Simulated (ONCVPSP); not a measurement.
## What one change does to a pseudopotential (holmium (Ho), ONCV)

* Element: Ho (Z = 67)
* Generator: ONCVPSP 4.0.1
* Type: optimised norm-conserving Vanderbilt (ONCV)
* Functional: PBE
* Relativity: fully relativistic
* Frozen core: [Kr] 4d10 4f10
* Valence charge: 11
* Reference configuration: 5s2 5p6 5d1 6s2
* Partial waves: 5s+6s: rc 2.40 bohr, ncon 4, nbas 8, qcut 4.8 1/bohr, 2 projectors; 5p: rc 1.70 bohr, ncon 4, nbas 8, qcut 5 1/bohr, 2 projectors, debl 3.6 Ha; 5d: rc 2.65 bohr, ncon 4, nbas 9, qcut 6.3 1/bohr, 2 projectors, debl 0.4 Ha
* Local potential: polynomial inside 1.20 bohr (lpopt 5, dvloc0 0 Ha)
* Core correction: polynomial model core, fcfact 0.75

Open shells are filled in proportion to 2j + 1.

All-electron outer shells of the reference configuration (PBE, scalar-relativistic, ld1.x):

| shell | level (eV) | outermost node (bohr) | outermost maximum (bohr) |
| --- | --- | --- | --- |
| 5s | -54.41 | 0.61 | 1.13 |
| 5p | -29.13 | 0.66 | 1.28 |
| 4f | -9.36 | – | 0.52 |
| 6s | -4.34 | 1.52 | 3.26 |
| 5d | -2.20 | 0.74 | 1.91 |

Change: reference 5s2 5p6 5d1 6s1.

Cutoffs: the cutoffs (Ha) at which the residual kinetic energy of the hardest occupied pseudo-wave falls to 1 and 0.1 mHa per electron; they do not see the model core or the augmentation charge, which bear on the density cutoff. Errors are all-electron minus pseudo energies relative to the spin-unpolarised reference configuration.

Q: What does the change do?

A: The potential gets neither clearly harder nor softer (21 Ha and 66 Ha → 21 Ha and 66 Ha); the lowest positive-energy flag moves from s at 8.7 eV to s at 2.3 eV; the number of tests with a reliable result goes from 3 to 4; neither file shows a bound ghost.

```csv
quantity,base,changed
"cutoff, loose",21 Ha,21 Ha
"cutoff, tight",66 Ha,66 Ha
loose cutoff by channel,"s 5.7 Ha, p 21 Ha, d 10.0 Ha","s 6.5 Ha, p 21 Ha, d 10 Ha"
bound ghosts,none,none
GHOST(+) flags under 300 eV,"s at 8.7 eV, p1/2 at 235.9 eV","s at 2.3 eV, p1/2 at 229.9 eV"
"tests counted as reliable (solved cleanly; for ONCVPSP, near-neutral configurations with less than one 5d electron left out)",3 of 4,4 of 4
s: phases at 2.43 bohr within 0.05 rad from the reference energy up to (Ha; the scan ends near 5),0.2,n/a
p3/2: phases at 1.73 bohr within 0.05 rad from the reference energy up to (Ha; the scan ends near 5),4.4,4.2
p1/2: phases at 1.73 bohr within 0.05 rad from the reference energy up to (Ha; the scan ends near 5),to the end of the scan,to the end of the scan
d5/2: phases at 2.69 bohr within 0.05 rad from the reference energy up to (Ha; the scan ends near 5),4.9,4.6
d3/2: phases at 2.69 bohr within 0.05 rad from the reference energy up to (Ha; the scan ends near 5),4.9,4.6
"rms error of d²Exc/dni dnj with the model core, mHa",1.59,1.81
```
